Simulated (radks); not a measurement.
Results of a calculation; reference values are marked as such.
Problem. The mean radii <r> (bohr) of the occupied orbitals of an atom or ion are listed with their occupations. Code: a radial shooting solver on a logarithmic mesh with Libxc functionals. Model: Dirac Kohn-Sham, PBEsol, spin-unpolarised, spherical densities, finite nucleus; Fermi nuclear charge, rms radius of each element as measured or else 0.836 A^(1/3) + 0.57 fm.

| orbital | occ. | <r> |
|---|---|---|
| 1s1/2 | 2 | 0.09095 |
| 2s1/2 | 2 | 0.4293 |
| 2p1/2 | 2 | 0.3851 |
| 2p3/2 | 3 | 0.3872 |

Name the element and its charge. Open shells, if any, fill j = l - 1/2 first.

Solution. Z = 17, chlorine, charge +8: Cl8+ in [He] 2s2 2p5. The 1s radius gives Z: for a bare nucleus <r> = (2 gamma + 1)/(2Z) with gamma = sqrt(1 - (Z/c)^2), 0.08778 bohr for Z = 17, and screening makes it slightly larger (0.09095 here). The occupations add up to 9, and the charge is Z minus that.
